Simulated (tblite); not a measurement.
Species: C5H15BGaNO2.
Cartesian coordinates in Å at the GFN2-xTB level; atoms count from 1:
```xyz
25
C5H15BGaNO2 angstrom
C     -1.813   -0.893   -0.545
N     -0.849   -0.054    0.156
C     -0.853   -0.383    1.578
Ga    -1.204    2.014   -0.069
C      0.811    2.297   -0.096
C      1.422    0.901    0.120
C      0.492   -0.185   -0.461
B      1.207   -1.636   -0.448
O      2.320   -1.860   -1.191
O      0.739   -2.664    0.289
H     -1.809   -0.638   -1.606
H     -1.580   -1.954   -0.425
H     -2.811   -0.689   -0.151
H     -0.425   -1.371    1.762
H     -0.292    0.374    2.128
H     -1.883   -0.356    1.937
H     -1.957    2.068   -1.437
H     -2.130    2.356    1.135
H      1.121    2.661   -1.088
H      1.246    3.000    0.622
H      1.579    0.709    1.183
H      2.402    0.820   -0.361
H      0.334    0.105   -1.515
H      2.657   -1.135   -1.714
H      1.264   -3.463    0.209
```

All values are computed: GFN2-xTB (tblite) harmonic vibrations without scaling, gas phase. This tight-binding method is rough: wavenumbers can miss measured ones by several per cent, in bad cases by 10 to 20. Modes of hydrogen on gallium can be 10 to 20 % off. One conformer, not necessarily the lowest.

Harmonic wavenumbers (cm⁻¹): 29.7, 62.2, 115.1, 140.2, 159.7, 183.3, 206.8, 226.1, 245.4, 281.9, 311.4, 338.9, 344.7, 410.5, 440.1, 454.1, 480.0, 530.6, 553.6, 564.6, 577.7, 594.0, 644.6, 647.9, 745.1, 757.4, 855.9, 934.5, 946.6, 965.7, 976.4, 1031.3, 1035.0, 1063.0, 1078.2, 1104.4, 1142.3, 1163.4, 1200.0, 1228.4, 1238.1, 1255.1, 1262.9, 1297.3, 1321.3, 1343.0, 1400.4, 1419.8, 1461.4, 1465.4, 1470.1, 1476.9, 1479.1, 1510.5, 1622.8, 1694.5, 2825.2, 2863.5, 2920.0, 2921.2, 2961.9, 2975.9, 2984.0, 2985.5, 2988.8, 2990.5, 2994.3, 3587.1, 3647.6.

A = 1674, B = 638.8, C = 536.4 MHz; mass 201.045 u (most abundant isotopes); point group C1, symmetry number 1.

Task: Zero-point energy?

Result: ½Σν̃ = 43567 cm⁻¹ = 124.57 kcal/mol.

Task: What is S at 298.15 K and 1 bar for an ideal gas of classical rigid rotors and harmonic oscillators?

Result: Translation 41.83, rotation 30.71, vibration 40.64: S = 113.2 cal/(mol K).

Task: And Cp and H(298.15 K) − H(0)?

Result: Cp = 52.25 cal/(mol K), of which vibrations give 44.30 (their classical limit is 69 R = 137.1); H(298.15 K) − H(0) = 8.92 kcal/mol without the zero-point energy, 6.55 from vibrations.

Task: What must be added to the electronic energy to get the Gibbs energy at 298.15 K and 1 bar?

Result: ZPE + [H(298.15 K) − H(0)] − T·S = 124.57 + 8.92 − 33.74 = 99.75 kcal/mol.

Task: Which modes carry the vibrational entropy at 298.15 K?

Result: 29.7 cm⁻¹: 5.85; 62.2 cm⁻¹: 4.39; 115.1 cm⁻¹: 3.18; 140.2 cm⁻¹: 2.80; 159.7 cm⁻¹: 2.55; 183.3 cm⁻¹: 2.29 cal/(mol K); the other 63 give 19.57 together.

Hindered rotation and anharmonicity are outside this model. Other conformers, if any are populated, would add a mixing term that is left out. The structure is chiral; the term R ln 2 for an equal mix with its mirror image is left out.
